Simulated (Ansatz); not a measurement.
Se(Cl)(GeH3) (ClGeH3Se), SMILES Cl[Se][GeH3].

Coordinates come from a B3LYP-D3(BJ)/def2-SVP optimisation. This is a generated structure with no PubChem entry under its InChIKey; it may be hypothetical.

Two levels are set side by side: PBE/def2-SVPD (Ansatz, a program for electronic structure) and PBE0/def2-SVPD (Ansatz). Energy differences of separate SCF runs at the same geometry; the states with an electron removed or added have multiplicity 2 and 2. Differences are taken from unrounded values.

```csv
quantity,PBE0,PBE,PBE minus PBE0
vertical ionisation energy (eV),9.08,8.87,-0.21
vertical electron affinity (eV),0.93,0.92,-0.01
vertical singlet–triplet gap (eV),1.99,1.92,-0.06
```
